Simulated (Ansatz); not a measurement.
Calculated with Ansatz (gas phase, PBE0-D4/def2-TZVP geometries, no zero-point term in ΔE). CBS: MP2 limit from def2 TZ/QZ plus the TZ coupled-cluster correction, frozen cores. This one scheme is used for every species. DFT in def2-TZVPP. HSE06 is defined as in plane-wave codes. For Ga outer-core shells are correlated without core-valence functions, which leaves a few kJ/mol of doubt a bond. Scalar relativity is left out up to krypton. Each species was taken in one conformer, which may not be the lowest.

`[F][Ga]([SH])[Cl]` + H–F → `[F][Ga]([F])[SH]` + HCl  (ligand exchange at a Ga–Cl bond)

`[F][Ga]([SH])[Cl]`:

```xyz
5

F     0.526    0.509    1.699
Ga   -0.160    0.484    0.097
S     0.058   -1.300   -1.117
Cl   -1.168    2.233   -0.535
H     0.744   -1.927   -0.144
```

H–F:

Z-matrix (Å, degrees):
```
F
H 1 0.920
```

`[F][Ga]([F])[SH]`:

Z-matrix (Å, degrees):
```
Ga
F 1 1.736
S 1 2.163 2 122.4
F 1 1.739 2 115.1 3 180.0
H 3 1.345 1 91.6 2 -179.8
```

HCl:

Cartesian coordinates in Å:
```
Cl 0.288 -0.094 -0.563
H -0.288 0.094 0.563
```

```csv
level,ΔE (kJ/mol),difference from CCSD(T)/CBS
LDA (SPW92),34.9,-4.0
PBE0-D4,40.0,1.1
HSE06-D4,40.3,1.4
ωB97M-V,33.7,-5.2
PBE-QIDH,38.7,-0.2
PBE,31.7,-7.2
HSE06,37.8,-1.1
BHLYP,32.0,-6.9
CAM-B3LYP,25.9,-13.0
LC-ωPBE,29.0,-9.9
HF/def2-SVP,30.4,-8.5
MP2/def2-SVP,24.0,-14.9
CCSD/def2-SVP,22.6,-16.3
SCS-MP2/def2-TZVPP,31.1,-7.8
CCSD/def2-TZVPP,32.2,-6.7
HF/def2-QZVPP,30.5,-8.4
CCSD(T)/CBS,38.9,0
```

Largest T1 diagnostic among the species: 0.014.

At CCSD(T), def2-SVP lies −16.1 kJ/mol from the extrapolated value and def2-TZVPP −6.1 kJ/mol. From r2SCAN to r2SCAN0 (25 % exact exchange), in def2-TZVPP and without D4, ΔE moves by +5.3 kJ/mol. The D4 term adds +4.8 kJ/mol with B3LYP and +2.6 kJ/mol with PBE0; it sums over pairs of atoms, weighted by their polarisabilities, and B3LYP, whose exchange is more repulsive, gets the larger term.

B3LYP here is the variant with VWN-RPA as its local correlation; programs differ in this.
